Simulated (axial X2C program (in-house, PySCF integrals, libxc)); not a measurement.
## Which molecule has these constants?

Computed with an in-house all-electron X2C program for linear molecules (integrals from PySCF), spin-free (one-electron X2C) or two-component (2c: spin–orbit coupling with atomic mean-field Coulomb and Gaunt terms, which also bring small scalar terms), in Dyall basis sets with cores contracted in-house; open shells are unrestricted.

A two-component PBE0 calculation in a Dyall 3-zeta basis gave Re = 2.288 Å, ωe = 328.1 cm⁻¹, De = 0.42 eV, Ω = 2.

Question: Which molecule is it?
A. RbC⁺
B. LiC⁺
C. CH⁺
D. KC⁺

Answer: B. The others have CH⁺ 1.140 Å and 2807.3 cm⁻¹ (Ω = 0); KC⁺ 3.160 Å and 127.8 cm⁻¹ (Ω = 2); RbC⁺ 3.343 Å and 107.1 cm⁻¹ (Ω = 2).

Each entry is the lowest single determinant of a limited PBE0 search at one distance. De goes to single-determinant-based atoms at the same level (for ions the charge split of lowest energy) and is withheld (n/a) where an atom does not fit its ground term or J level. Main or longest-lived isotopes. One determinant is a doubtful description, or other states lie close, for LiC⁺, KC⁺, RbC⁺; these need not be ground states, and all values refer to the states named. Some open-shell Ω = 0 determinants are out of reach, so the Ω given for LiC⁺, KC⁺, RbC⁺ need not be the lowest component. With several unpaired electrons the Ω given is that of one determinant, not necessarily of the lowest component. Some light 2c atoms are not at their ground J level, so De misses part of their lowering (0.04 eV or less). The functionals have no current term, which raises determinants with orbital currents. Where the atoms have a lower orbital projection than the molecule, De at mean-field level may be about a tenth of an eV too small.
